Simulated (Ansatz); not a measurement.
Cost and result for the atomization energy of C2H7NSSi (`C=CS[SiH2]N`) (12 atoms, 11 bonds).

```xyz
12

C     2.257    1.255    0.216
C     1.456    0.206    0.091
S     0.570   -0.170   -1.380
Si   -1.166   -1.092   -0.518
N    -2.288   -0.100    0.308
H     2.830    1.401    1.125
H     2.376    1.984   -0.577
H     1.357   -0.514    0.900
H    -0.683   -2.085    0.474
H    -1.832   -1.703   -1.691
H    -2.082    0.205    1.246
H    -2.795    0.613   -0.194
```

Charge 0, multiplicity 1. The structure was optimised at the PBE0-D4/def2-TZVP level. It is one conformer, not always the lowest. Program: Ansatz. All runs use 4 threads of an Arm Neoverse V1 on a shared host. Times are those of one run each, without the atoms' runs, and a repeat can differ threefold. Electronic energies, without spin–orbit coupling; frozen cores. CCSD(T)/CBS adds CCSD(T) − MP2 in def2-TZVPP to the MP2 limit, and its time is that of the two runs behind it. T1 = 0.012. B3LYP takes the VWN-RPA correlation (the form of Gaussian; ORCA's B3LYP/G).

CCSD(T)/CBS is a level of theory with its own doubt, some kJ/mol a heavy atom from the limit and from the frozen cores, so smaller differences don't rank the functionals.

| level | functions | wall time | atomization (kJ/mol) | difference from CCSD(T)/CBS | per bond |
| --- | --- | --- | --- | --- | --- |
| PBE-D4/def2-TZVPP (with forces) | 275 | 2.9 s | 4451.3 | 81.4 | 7.4 |
| PBE0-D4/def2-TZVPP | 275 | 3.5 s | 4377.1 | 7.2 | 0.7 |
| r2SCAN-D4/def2-TZVPP (with forces) | 275 | 5.5 s | 4373.0 | 3.1 | 0.3 |
| B3LYP-D4/def2-TZVPP (with forces) | 275 | 5.5 s | 4377.2 | 7.3 | 0.7 |
| B2PLYP/def2-TZVPP | 275 | 6.5 s | 4319.1 | -50.8 | -4.6 |
| ωB97X-V/def2-TZVPP | 275 | 9 s | 4387.2 | 17.3 | 1.6 |
| ωB97M-V/def2-TZVPP (with forces) | 275 | 13 s | 4389.9 | 20.0 | 1.8 |
| MP2/def2-QZVPP | 521 | 27 s | 4369.8 | -0.1 | 0.0 |
| CCSD(T)/def2-TZVPP | 275 | 3 min | 4240.8 | -129.1 | -11.7 |
| CCSD(T)/CBS(def2) | – | 3.5 min | 4369.9 | 0.0 | 0.0 |

In def2-TZVPP, CCSD(T) changes the Hartree–Fock value by +1102.2 kJ/mol (the triples alone add +69.1 kJ/mol) and MP2 by +1154.4 kJ/mol; breaking electron pairs costs correlation energy, which Hartree–Fock lacks. The D4 term adds +44.6 kJ/mol with B3LYP and +23.5 kJ/mol with PBE0; it sums over pairs of atoms, weighted by their polarisabilities, and B3LYP, whose exchange is more repulsive, gets the larger term. From PBE to PBE0 (25 % exact exchange), in def2-TZVPP and without D4, the atomization energy moves by −70.0 kJ/mol: exact exchange takes away binding that semilocal exchange gives to molecules.
